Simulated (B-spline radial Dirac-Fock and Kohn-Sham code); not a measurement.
**Two-hole binding energies of Cd**

System: neutral cadmium, configuration [Kr] 4d10 5s2.

These are calculated numbers from a radial atomic solver; the model is multi-electron Dirac-Fock with separately optimised hole states, Breit and Lamb-shift corrections added in first order. U is the two-hole binding energy less the two single-hole energies, the effective repulsion of the holes after relaxation. Each two-hole energy is an average over J within one jj subconfiguration.

```
          holes  E(a) (eV)  E(b) (eV)  E(ab) (eV)  U (eV)
           1s⁻²    26718.0    26718.0     54193.2   757.2
   1s⁻¹ 2p1/2⁻¹    26718.0     3735.8     30662.7   208.9
   1s⁻¹ 2p3/2⁻¹    26718.0     3546.0           ?       ?
   1s⁻¹ 3d3/2⁻¹    26718.0      418.2     27186.8    50.7
           2s⁻²     4032.3     4032.3      8183.8   119.2
2p1/2⁻¹ 2p3/2⁻¹     3735.8     3546.0      7415.4   133.6
        2p3/2⁻²     3546.0     3546.0      7225.6   133.6
   2s⁻¹ 3p1/2⁻¹     4032.3      661.8      4742.8    48.7
   2s⁻¹ 3p3/2⁻¹     4032.3      627.0      4706.6    47.2
2p3/2⁻¹ 3p1/2⁻¹     3546.0      661.8      4258.1    50.3
2p3/2⁻¹ 3d3/2⁻¹     3546.0      418.2      4016.3    52.1
3p1/2⁻¹ 3p3/2⁻¹      661.8      627.0      1324.6    35.8
4d3/2⁻¹ 4d5/2⁻¹      16.82      16.14       46.98    14.0
        4d5/2⁻²      16.14      16.14       46.12    13.8
```

Question: Give the missing two-hole energy and U.

Answer: E(ab) = 30456.8 eV and U = 192.9 eV.
